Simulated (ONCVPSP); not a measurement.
# selenium (Se): excitation energies, all-electron against ONCV

| Quantity | Value |
| --- | --- |
| Element | Se |
| Generator | ONCVPSP 4.0.1 |
| Type | optimised norm-conserving Vanderbilt (ONCV) |
| Functional | LDA (Perdew-Wang 92) |
| Relativity | scalar-relativistic |
| Frozen core | [Ne] |
| Valence charge | 24 |
| Reference configuration | 3s2 3p6 3d10 4s2 4p4 |
| Partial waves | 3s+4s: rc 1.00 bohr, ncon 5, nbas 9, qcut 11.9 1/bohr, 2 projectors; 3p+4p: rc 1.05 bohr, ncon 4, nbas 8, qcut 14.1 1/bohr, 2 projectors; 3d: rc 1.00 bohr, ncon 4, nbas 8, qcut 14.6 1/bohr, local |
| Local potential | the d channel |
| Core correction | none |

Energies are relative to the spin-unpolarised reference configuration 3s2 3p6 3d10 4s2 4p4; without spin polarisation the order of configurations can differ from experiment.

(1) Give the all-electron excitation energy and the error of the potential for: 3s2 3p6 3d10 4s2 4p3; 3s2 3p6 3d10 4s2 4p2; 3s2 3p6 3d10 4s2 4p1; 3s2 3p6 3d10 4s2 4p0.

Levels in the configuration 3s2 3p6 3d10 4s2 4p0:

```csv
level,all-electron (eV),pseudo (eV)
3s,-264.183,-264.339
3p,-204.185,-204.298
3d,-104.660,-104.748
4s,-62.192,-62.205
```

Note: ghosts flagged at negative energy: s at -150.1 eV; no localised positive-energy state flagged. A true bound ghost makes a file unfit for plane-wave use.

Results:

(1)

```csv
valence configuration,charge,ΔE all-electron (eV),error AE − PS (meV)
3s2 3p6 3d10 4s2 4p3,+1,11.004,-1.1
3s2 3p6 3d10 4s2 4p2,+2,31.558,-4.1
3s2 3p6 3d10 4s2 4p1,+3,62.711,-10
3s2 3p6 3d10 4s2 4p0,+4,105.280,-23
```
